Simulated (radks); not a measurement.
Results of a calculation; reference values are marked as such.
Task: The gadolinium ion Gd+, configuration [Xe] 4f7 5d2 (not the ground configuration). Level of theory: Dirac Kohn-Sham, PBE, spin-unpolarised, spherical densities, point nucleus; open shells are shared between the two j in proportion to 2j + 1 (a radial shooting solver on a logarithmic mesh with Libxc functionals). Some entries of the table are withheld. Estimate them.

| orbital | occ. | eigenvalue (hartree) | <r> (bohr) |
|---|---|---|---|
| 1s1/2 | 2 | -1839.543 | (1) |
| 2s1/2 | 2 | -303.7076 | 0.09274 |
| 2p1/2 | 2 | -288.3675 | 0.07746 |
| 2p3/2 | 4 | -262.7941 | 0.08430 |
| 3s1/2 | 2 | -67.45323 | 0.2440 |
| 3p1/2 | 2 | -60.81119 | (2) |
| 3p3/2 | 4 | -55.56520 | (3) |
| 3d3/2 | 4 | -44.10666 | 0.2187 |
| 3d5/2 | 6 | -42.96391 | 0.2228 |
| 4s1/2 | 2 | -13.71447 | 0.5527 |
| 4p1/2 | 2 | (4) | 0.5647 |
| 4p3/2 | 4 | (5) | 0.5941 |
| 4d3/2 | 4 | -5.70397 | (6) |
| 4d5/2 | 6 | -5.49278 | (7) |
| 5s1/2 | 2 | -1.98253 | 1.337 |
| 5p1/2 | 2 | -1.27534 | (8) |
| 5p3/2 | 4 | -1.11755 | (9) |
| 4f5/2 | 3 | (10) | 0.8620 |
| 4f7/2 | 4 | (11) | 0.8753 |
| 5d3/2 | 0.8 | -0.26693 | 2.655 |
| 5d5/2 | 1.2 | -0.25667 | 2.731 |

Result: 
(1) 1s1/2 <r> (bohr): 0.02190
(2) 3p1/2 <r> (bohr): 0.2336
(3) 3p3/2 <r> (bohr): 0.2467
(4) 4p1/2 eigenvalue (hartree): -11.12897
(5) 4p3/2 eigenvalue (hartree): -9.96121
(6) 4d3/2 <r> (bohr): 0.6298
(7) 4d5/2 <r> (bohr): 0.6402
(8) 5p1/2 <r> (bohr): 1.503
(9) 5p3/2 <r> (bohr): 1.600
(10) 4f5/2 eigenvalue (hartree): -0.49292
(11) 4f7/2 eigenvalue (hartree): -0.46520
